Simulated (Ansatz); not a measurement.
C₃H₁₀OTi, SMILES `[CH3][Ti]([CH3])([CH3])[OH]`, relaxed with RKS PBE0-D4/def2-TZVP in the Gaussian-basis code of Ansatz from a PBE-D4/def2-SVP geometry. The force threshold is 0.005 eV/Å; the program also tests the step.

Total charge 0; spin multiplicity 1.

Start:

```xyz
15

C     0.275    0.465    1.875
Ti    0.343   -0.134   -0.112
C    -1.240   -1.440   -0.428
C     0.102    1.525   -1.332
O     1.885   -0.952   -0.454
H    -0.767    0.791    2.096
H     0.553   -0.347    2.580
H     0.958    1.328    2.032
H    -1.170   -2.342    0.217
H    -2.178   -0.894   -0.179
H    -1.285   -1.761   -1.492
H    -0.757    2.120   -0.948
H    -0.122    1.199   -2.371
H     1.011    2.163   -1.345
H     2.392   -1.719   -0.141
```

```
         step  energy (eV)  largest force (eV/Å)  largest move (Å)
            1  -28427.9457                 0.878             0.000
            2  -28427.9929                 0.283             0.026
            3  -28427.9975                 0.058             0.013
            4  -28428.0001                 0.210             0.048
            5  -28428.0039                 0.069             0.120
 6 (rejected)  -28427.9821                 1.384             0.156
            7  -28428.0049                 0.033             0.063
 8 (rejected)  -28428.0047                 0.243             0.059
 9 (rejected)  -28428.0048                 0.038             0.023
           10  -28428.0050                 0.009             0.011
           11  -28428.0052                 0.073             0.034
           12  -28428.0052                 0.055             0.005
           13  -28428.0054                 0.018             0.020
           14  -28428.0054                 0.011             0.020
           15  -28428.0055                 0.011             0.012
           16  -28428.0055                 0.008             0.013
           17  -28428.0055                 0.006             0.006
           18  -28428.0055                 0.004             0.007
           19  -28428.0055                 0.005             0.014
20 (rejected)  -28428.0054                 0.051             0.061
           21  -28428.0055                 0.010             0.015
           22  -28428.0055                 0.023             0.034
           23  -28428.0056                 0.004             0.011
           24  -28428.0056                 0.003             0.006
           25  -28428.0056                 0.011             0.021
           26  -28428.0056                 0.005             0.002
           27  -28428.0056                 0.002             0.003
```

End:

```xyz
15

C     0.257    0.477    1.876
Ti    0.333   -0.168   -0.086
C    -1.280   -1.424   -0.396
C     0.104    1.480   -1.311
O     1.860   -0.994   -0.433
H    -0.722    0.936    2.057
H     0.389   -0.355    2.576
H     1.035    1.223    2.069
H    -1.241   -2.287    0.277
H    -2.203   -0.866   -0.197
H    -1.303   -1.786   -1.429
H    -0.829    1.993   -1.048
H     0.055    1.176   -2.362
H     0.938    2.179   -1.188
H     2.607   -1.584   -0.404
```

Run time 2.8 min (4 threads of an Arm Neoverse V1 on a shared host); peak host memory 0.73 GiB.
